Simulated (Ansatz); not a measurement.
C3H5AlS can be A, `CSC#[C][AlH2]`, or B, `S[CH]1C=[CH][AlH]1`.

Calculated with Ansatz (gas phase, PBE0-D4/def2-TZVP geometries, no zero-point term in ΔE). CCSD(T)/CBS is the MP2 limit (def2-TZVPP, def2-QZVPP) plus CCSD(T) − MP2 in def2-TZVPP, frozen cores. Functionals use def2-TZVPP. B3LYP here is the variant with VWN-RPA as its local correlation; programs differ in this. One conformer a species, not always the lowest.

Question: Which isomer does CCSD(T)/CBS put lower? Give the gap. (Best estimate.)

Answer: Computed: B, by 7.6 kcal/mol.

Question: Give E(B) − E(A) in kcal/mol with PBE-D4, B3LYP, ωB97M-V, PBE0-D4, CCSD/def2-TZVPP, B3LYP-D4, r2SCAN-D4. (Best estimate.)

Answer: Ansatz gave: PBE-D4 -8.4, B3LYP -2.9, ωB97M-V -9.3, PBE0-D4 -11.0, CCSD/def2-TZVPP -7.0, B3LYP-D4 -4.3, r2SCAN-D4 -6.8. None reverses the order clearly.

Largest T1 diagnostic: 0.013.

From PBE to PBE0 (25 % exact exchange), in def2-TZVPP and without D4, E(B) − E(A) moves by −2.7 kcal/mol. In def2-TZVPP, CCSD(T) changes the Hartree–Fock value by −5.4 kcal/mol (the triples alone add +0.1 kcal/mol) and MP2 by −4.6 kcal/mol.
